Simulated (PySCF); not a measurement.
Rigid-rotor lines calculated for a species of formula C8H9N (commonest isotopes; PBE0/pcSseg-1 in PySCF (dipole) on a GFN2-xTB geometry, gas phase), labelled J(Ka,Kc):

```
     transition     MHz
2(1,1) ← 1(1,0)  4603.6
2(0,2) ← 1(0,1)  4190.7
1(1,1) ← 0(0,0)  3422.9
2(1,2) ← 1(1,1)  3901.9
1(0,1) ← 0(0,0)  2126.4
```

(1) Find the rotational constants.

(2) What moments of inertia, asymmetry and inertial defect follow?

(3) Which dipole components do these lines need?

(4) Predict further lines from these constants: 2(1,1) ← 1(0,1); 2(1,1) ← 2(1,2); 3(2,2) ← 2(1,2); 3(2,1) ← 3(1,2); 2(0,2) ← 1(1,1); 2(1,2) ← 1(0,1); 1(1,0) ← 1(0,1); 2(2,1) ← 2(1,2); 3(2,2) ← 2(1,1); 3(2,2) ← 3(1,3); 3(2,2) ← 2(2,1); 3(3,1) ← 3(2,2); 3(1,2) ← 2(2,1); 3(1,2) ← 3(0,3).

(5) Which structure gave them?

## Answers

(1) 1(0,1) ← 0(0,0) is B + C, 2(1,1) ← 1(1,0) is 3B + C and 2(1,2) ← 1(1,1) is B + 3C, so B − C is half the difference of the last two, 350.9 MHz. 1(1,1) ← 0(0,0) is A + C. A = 2535.2, B = 1238.6, C = 887.8 MHz.

(2) I = 505379 MHz·u·Å² over each constant: Ia = 199.35, Ib = 408.02, Ic = 569.27 u·Å²; κ = (2B − A − C)/(A − C) = -0.574 (asymmetric top); Δ = Ic − Ia − Ib = -38.11 u·Å².

(3) μa and μb (a-type: ΔKa even, ΔKc odd; b-type: both odd). The calculation gives |μa| = 1.28 D, |μb| = 0.38 D, |μc| = 1.88 D.

(4) 
```csv
transition,MHz,type,branch
"2(1,1) ← 2(1,2)",1052,a,Q
"1(1,0) ← 1(0,1)",1647,b,Q
"3(1,2) ← 3(0,3)",2780,b,Q
"2(0,2) ← 1(1,1)",2894,b,R
"3(1,2) ← 2(2,1)",2973,b,R
"3(2,1) ← 3(1,2)",3705,b,Q
"2(2,1) ← 2(1,2)",4942,b,Q
"2(1,2) ← 1(0,1)",5198,b,R
"3(2,2) ← 3(1,3)",5504,b,Q
"2(1,1) ← 1(0,1)",6251,c,R
"3(2,2) ← 2(2,1)",6379,a,R
"3(3,1) ← 3(2,2)",7396,b,Q
"3(2,2) ← 2(1,1)",10269,b,R
"3(2,2) ← 2(1,2)",11321,c,R
```

(5) `[H]/N=C/[C@@H]1[C@@H]2[C@@]1([C@H]2C)C#C`, point group C1. Three constants can't fix a structure by themselves; this is the one that was computed:
```
atom  x, y, z in Å
H1     4.266    0.402   -0.178
N2     3.482    0.025    0.349
C3     2.364    0.086   -0.223
C4     1.164   -0.424    0.450
C5     0.076   -1.042   -0.384
C6    -1.042   -0.851    0.594
C7    -2.466   -0.865    0.099
C8    -0.149    0.305    0.215
C9    -0.421    1.592   -0.256
C10   -0.660    2.705   -0.642
H11    2.187    0.510   -1.223
H12    1.361   -0.826    1.440
H13    0.091   -1.413   -1.387
H14   -0.916   -1.270    1.590
H15   -3.106   -0.304    0.776
H16   -2.837   -1.887    0.044
H17   -2.532   -0.414   -0.889
H18   -0.870    3.676   -0.975
```

The values belong to one conformer (point group C1) with, in the numbering `[H]/[N:2]=[CH:3]/[C@@H:4]1[C@H:5]2[C@H:6]([CH3:7])[C@:8]12[C:9]#[CH:10]`, N2–C3–C4–C5 -147°. Whether it is a minimum is left open (no frequencies). Zero-point vibration and centrifugal distortion are left out. A rigid rotor knows nothing of internal rotation, which can split or shift real lines. Quadrupole hyperfine structure (14N) is left out.

Time: 25 s wall. Hardware: one thread, Arm Neoverse V2, no GPU (shared host). This is the PBE0/pcSseg-1 job that gave the dipole, with the shieldings it also computed.
